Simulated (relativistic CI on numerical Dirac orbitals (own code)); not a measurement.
## Electric-dipole lines of Te⁵⁺

These numbers are calculated, not measured: Dirac-Coulomb-Breit CI, orbitals from a KLI potential per configuration, QED by a radiative potential, valence Slater integrals scaled by 0.85, P86 correlation energy added to each configuration (own radial code, finite nucleus).

Configuration list (outside the closed core [Kr]): 4d10 5s, 4d10 5p, 4d10 5d, 4d10 5f, 4d10 5g, 4d10 4f, 4d10 6s, 4d9 5s2, 4d10 6p, 4d9 5s 4f, 4d10 6d, 4d10 7s, 4d9 5s 5p, 4d10 7p, 4d10 6f, 4d10 7d, 4d10 8s, 4d10 9s, 4d9 5s 6s, 4d9 5s 5d, 4d9 5s 6p, 4d9 5s 6d. Double excitations out of closed p, d and f shells are left out; levels of such configurations are missing from the list, as are those of other unlisted configurations, and high levels can miss mixing partners.

```
λ vac (nm)                   Lower                   Upper   A (s⁻¹)        gf  Branching (%)
    60.598  4d9 5s 5p 4P°_5/2 [17]   4d9 5s 5d 4P_5/2 [53]  8.86e+09  2.93e+00           65.9
    62.430  4d9 5s 5p 4F°_5/2 [18]   4d9 5s 5d 4G_7/2 [55]  6.49e+09  3.03e+00           47.9
    62.955  4d9 5s 5p 4F°_7/2 [19]   4d9 5s 5d 4G_9/2 [54]  1.10e+10  6.53e+00           83.9
    65.636  4d9 5s 5p 4F°_9/2 [22]  4d9 5s 5d 4G_11/2 [52]  1.22e+10  9.47e+00          100.0
    65.662  4d9 5s 5p 2F°_5/2 [25]   4d9 5s 5d 4F_7/2 [64]  6.53e+09  3.38e+00           52.7
    65.663  4d9 5s 5p 2F°_7/2 [33]   4d9 5s 5d 2G_9/2 [84]  9.71e+09  6.28e+00           84.8
    66.609  4d9 5s 5p 4D°_7/2 [27]   4d9 5s 5d 4F_9/2 [63]  8.82e+09  5.87e+00           73.0
    69.936     4d10 5p 2P°_1/2 [2]      4d10 5d 2D_3/2 [4]  8.52e+09  2.50e+00           85.7
    71.419     4d10 4f 2F°_7/2 [6]     4d10 5g 2G_9/2 [36]  5.82e+09  4.45e+00           90.7
    71.535     4d10 4f 2F°_5/2 [7]     4d10 5g 2G_7/2 [37]  5.63e+09  3.45e+00           87.4
    73.604      4d10 5d 2D_3/2 [4]    4d10 5f 2F°_5/2 [15]  5.79e+09  2.82e+00           93.2
    74.415      4d10 5d 2D_5/2 [5]    4d10 5f 2F°_7/2 [16]  6.21e+09  4.12e+00           99.8
    75.080     4d10 5p 2P°_3/2 [3]      4d10 5d 2D_5/2 [5]  8.80e+09  4.46e+00          100.0
    79.085     4d9 5s2 2D_3/2 [12]  4d9 5s 5p 2D°_3/2 [49]  8.97e+09  3.36e+00           96.5
    79.418      4d9 5s2 2D_5/2 [9]  4d9 5s 5p 2D°_5/2 [41]  8.22e+09  4.66e+00           92.5
    79.595  4d9 5s 5p 2F°_7/2 [40]   4d9 5s 5d 2G_9/2 [71]  5.76e+09  5.47e+00           69.4
    82.277     4d9 5s2 2D_3/2 [12]  4d9 5s 5p 2F°_5/2 [47]  6.45e+09  3.93e+00           79.4
    83.042      4d9 5s2 2D_5/2 [9]  4d9 5s 5p 2F°_7/2 [40]  8.08e+09  6.69e+00           99.7
    83.715      4d9 5s2 2D_5/2 [9]  4d9 5s 5p 2P°_3/2 [39]  7.76e+09  3.26e+00           30.7
    98.124      4d10 5s 2S_1/2 [1]     4d10 5p 2P°_3/2 [3]  2.21e+09  1.27e+00          100.0
    131.38      4d10 5d 2D_5/2 [5]    4d10 6p 2P°_3/2 [11]  1.58e+09  1.64e+00           55.0
    148.73     4d10 6d 2D_3/2 [13]    4d10 6f 2F°_5/2 [45]  1.51e+09  3.01e+00           26.1
    149.72     4d10 6d 2D_5/2 [14]    4d10 6f 2F°_7/2 [46]  1.86e+09  5.01e+00           34.3
    166.65    4d10 6p 2P°_1/2 [10]     4d10 6d 2D_3/2 [13]  1.82e+09  3.02e+00           51.4
    177.02    4d10 6p 2P°_3/2 [11]     4d10 6d 2D_5/2 [14]  1.94e+09  5.47e+00           64.3
    252.08      4d10 6s 2S_1/2 [8]    4d10 6p 2P°_3/2 [11]  5.22e+08  1.99e+00           18.1
    288.94    4d10 5f 2F°_5/2 [15]     4d10 5g 2G_7/2 [37]  5.80e+08  5.81e+00            9.0
    288.96     4d10 6d 2D_5/2 [14]    4d10 7p 2P°_3/2 [35]  5.49e+08  2.75e+00           18.2
    289.54    4d10 5f 2F°_7/2 [16]     4d10 5g 2G_9/2 [36]  5.99e+08  7.53e+00            9.3
    338.15    4d10 7p 2P°_3/2 [35]     4d10 7d 2D_5/2 [43]  6.36e+08  6.55e+00           48.1
```

Terms are leading LS components. Brackets give the number of a level in order of energy, since labels repeat. The list gives strong lines, with weight on those to low levels, without lines whose two gauges differ by over a factor of 2.5, among the lowest 92 of 188 levels, so that lines to higher ones, which can be the strongest, are missing, and without 3 lines that miss the measured interval by over 7 %, start from a term whose rates miss tabulated ones by over 60 %, have gauges far apart or, lacking measured levels, span too small a gap for the errors found; lines with a level outside our table were not tested and can miss by more. Levels whose partners in the same complex of configurations lie outside the list can be far off, and so can their lines. Rates are taken at the computed energies, electric ones in the length gauge.

At this charge configurations can still be misplaced by up to about 7 % of their energy. Levels and lines within the n = 5 or 6 shells can be off by up to 10 % or somewhat more, and those that change n by about 2 %, since core polarisation is missing. 13 of the 28 excited levels that our extract of the measured tables holds in this range could be paired (the sources list more); they are missed by 5000 cm⁻¹ on average and 10273 at most, and levels without a partner can miss by more.

Q: From the table, what is the radiative lifetime of 4d10 5g 2G_9/2?

A: The listed rates from this level add up to about 6.42e+09 s⁻¹, 100 % of its decay; with all channels τ = 1.56e-10 s.

LS names give the leading component of a level, which can be under half, so a name can repeat, a term be missing and a line seem to break the LS rules.
